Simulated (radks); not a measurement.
Values are calculated unless marked as measured or tabulated.
The nuclear charge of neutral antimony is varied continuously with 51 electrons held in [Kr] 4d10 5s2 5p3. Code: a radial shooting solver on a logarithmic mesh with Libxc functionals. Model: Dirac Kohn-Sham, BLYP, spin-unpolarised, spherical densities, finite nucleus; open shells are shared between the two j in proportion to 2j + 1; Fermi nuclear charge, rms radius 4.6802 fm. By the Hellmann-Feynman theorem dE/dZ = E(electron-nucleus)/Z, the electronic potential at the nucleus (averaged over a nucleus of fixed radius).

Z      E (hartree)  E(electron-nucleus)/Z (hartree)   HOMO  e(HOMO) (eV)  <r> HOMO (bohr)
50.75  -6407.04733                         -306.582  5p3/2        -2.689            3.159
51     -6483.95807                         -308.704  5p3/2        -4.501            2.982
51.25  -6561.39911                         -310.824  5p3/2        -6.479            2.839
51.5   -6639.37028                         -312.945  5p3/2        -8.605            2.718
51.75  -6717.87161                         -315.066  5p3/2       -10.866            2.614
52     -6796.90323                         -317.187  5p3/2       -13.252            2.523

The central difference of E at Z = 51 is -308.704 hartree, to compare with the third column; the second derivative is -8.48 hartree.
